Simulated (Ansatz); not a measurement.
Reaction (formal exchange of groups at the Si–F bond): `N[SiH](F)P` + BH₃ → `B[SiH](N)P` + H–F

Gas-phase electronic energies from Ansatz, PBE0-D4/def2-TZVP geometries. CCSD(T)/CBS is the MP2 limit (def2-TZVPP, def2-QZVPP) plus CCSD(T) − MP2 in def2-TZVPP, frozen cores. This one scheme is used for every species. Functionals use def2-TZVPP. B3LYP here is the variant with VWN-RPA as its local correlation; programs differ in this. HSE06 is defined as in plane-wave codes. One conformer a species, not always the lowest.

| level | ΔE (kJ/mol) | difference from CCSD(T)/CBS |
| --- | --- | --- |
| LDA (SPW92) | 101.2 | -61.1 |
| PBE-D4 | 119.7 | -42.6 |
| BLYP-D4 | 157.3 | -5.0 |
| B97M-V | 156.8 | -5.5 |
| PBE0-D4 | 135.7 | -26.6 |
| B3LYP-D4 | 168.0 | 5.7 |
| r2SCANh-D4 | 151.7 | -10.6 |
| r2SCAN0-D4 | 155.7 | -6.6 |
| HSE06-D4 | 135.0 | -27.3 |
| BHLYP-D4 | 190.4 | 28.1 |
| CAM-B3LYP-D4 | 181.1 | 18.8 |
| ωB97X-V | 172.3 | 10.0 |
| ωB97M-V | 166.6 | 4.3 |
| B2PLYP | 175.2 | 12.9 |
| PBE-QIDH | 154.2 | -8.1 |
| PBE | 124.8 | -37.5 |
| revPBE | 133.0 | -29.3 |
| r2SCAN | 150.3 | -12.0 |
| PBE0 | 140.2 | -22.1 |
| B3LYP | 176.4 | 14.1 |
| r2SCANh | 153.1 | -9.2 |
| r2SCAN0 | 157.3 | -5.0 |
| HSE06 | 139.2 | -23.1 |
| BHLYP | 197.7 | 35.4 |
| CAM-B3LYP | 185.8 | 23.5 |
| LC-ωPBE | 161.0 | -1.3 |
| RPA@PBE/def2-TZVPP | 167.7 | 5.4 |
| HF/def2-SVP | 227.1 | 64.8 |
| MP2/def2-SVP | 160.6 | -1.7 |
| CCSD/def2-SVP | 167.9 | 5.6 |
| CCSD(T)/def2-SVP | 157.8 | -4.5 |
| HF/def2-TZVPP | 242.7 | 80.4 |
| MP2/def2-TZVPP | 163.2 | 0.9 |
| SCS-MP2/def2-TZVPP | 181.1 | 18.8 |
| CCSD/def2-TZVPP | 175.8 | 13.5 |
| CCSD(T)/def2-TZVPP | 163.1 | 0.8 |
| HF/def2-QZVPP | 244.8 | 82.5 |
| SCS-MP2/def2-QZVPP | 181.4 | 19.1 |
| MP2/CBS(def2) | 162.4 | 0.1 |
| CCSD/CBS(def2) | 175.1 | 12.8 |
| CCSD(T)/CBS | 162.3 | 0 |

(1) What do rigid-rotor, harmonic-oscillator terms from PBE0-D4/def2-TZVP frequencies (298.15 K, 1 bar) make of the CCSD(T)/CBS value? (An estimate is asked.)

Largest T1 diagnostic among the species: 0.016.

Answers

(1) The calculation gave: ΔZPE = +2.0 kJ/mol, ΔH = +164.9 kJ/mol, ΔS = -6 J/(mol·K), ΔG = +166.6 kJ/mol.

The D4 term adds −8.4 kJ/mol with B3LYP and −4.5 kJ/mol with PBE0; it sums over pairs of atoms, weighted by their polarisabilities, and B3LYP, whose exchange is more repulsive, gets the larger term. Leaving LDA and LC-ωPBE aside and taking each functional with its dispersion term where it has one, the values spread over 70.8 kJ/mol, from PBE-D4 to BHLYP-D4. LDA lies −23.6 kJ/mol from PBE without D4. In def2-TZVPP, CCSD(T) changes the Hartree–Fock value by −79.7 kJ/mol (the triples alone add −12.8 kJ/mol) and MP2 by −79.6 kJ/mol.
